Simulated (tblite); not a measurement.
H8NOSi3 (doublet state).
Atom-mapped SMILES: `[SiH2:1][NH:2][SiH2:3][O:4][SiH3:5]` (hydrogens: H6, H7 on Si1; H8 on N2; H9, H10 on Si3; H11, H12, H13 on Si5)

Structure optimised with GFN2-xTB, isolated species. This method treats the open shell by occupation alone, without spin polarisation.

(1) Give the optimised bond lengths and angles.

Answers

(1) 
```tsv
bond	length (bohr)
Si1–N2	3.280
N2–Si3	3.266
Si3–O4	3.055
O4–Si5	3.049
Si1–H6, Si1–H7	2.761
N2–H8	1.901
Si3–H9, Si3–H10	2.761
Si5–H11, Si5–H12, Si5–H13	2.764
```

Bonds in one row agree within 0.02 bohr and their mean is given. A selection of angles:
```tsv
angle	degrees
N2–Si1–H6	111.5
H6–Si1–H7	113.4
Si1–N2–Si3	128.5
Si1–N2–H8	116.8
Si3–N2–H8	114.5
N2–Si3–O4	109.0
N2–Si3–H9	112.0
N2–Si3–H10	108.8
O4–Si3–H9	104.1
O4–Si3–H10	107.7
H9–Si3–H10	114.8
Si3–O4–Si5	159.1
O4–Si5–H11	107.7
O4–Si5–H12	104.3
O4–Si5–H13	109.3
H11–Si5–H12	112.3
```

Dihedral angles: Si1–N2–Si3–O4 -17° (synperiplanar); N2–Si3–O4–Si5 -29° (synperiplanar). The mirror-image conformer, all signs reversed, is as good.

Si5 (silicon bonded to O and 3 H) is distorted tetrahedral (angles from 104.3° to 112.3°). Si1 (silicon bonded to N and 2 H) is pyramidal (angles 113.4°, 112.1° and 111.5°, sum 337.0°, 0.44 Å off the plane of its three neighbours). N2 (nitrogen bonded to 2 Si and H) is planar (angles 128.5°, 116.8° and 114.5°, sum 359.8°, 0.03 Å off the plane of its three neighbours). Si3 (silicon bonded to N, O and 2 H) is distorted tetrahedral (angles from 104.1° to 114.8°). Of the pairs four or more bonds apart, Si1···Si5 is among the closest relative to their van der Waals radii: 3.88 Å, 92 % of the sum of Bondi's values.

Point group: C1 (no symmetry element, even within 0.4 Å). Its GFN2-xTB frequencies are all real (lowest 38 cm⁻¹). Torsions: H–Si1–N2–Si3 70° and -58°, Si1–N2–Si3–O4 -17°, N2–Si3–O4–Si5 -29°. 3 starts were optimised and ended at 0.00, 0.73 and 0.87 kcal/mol (GFN2-xTB); the lowest of these is shown.

Hardware: an Arm Neoverse V2 with one thread, shared host with 96 logical CPUs at a one-minute load of 60. Cost: 1.1 s wall. That covers the optimisation of the geometry.

These are computed values.
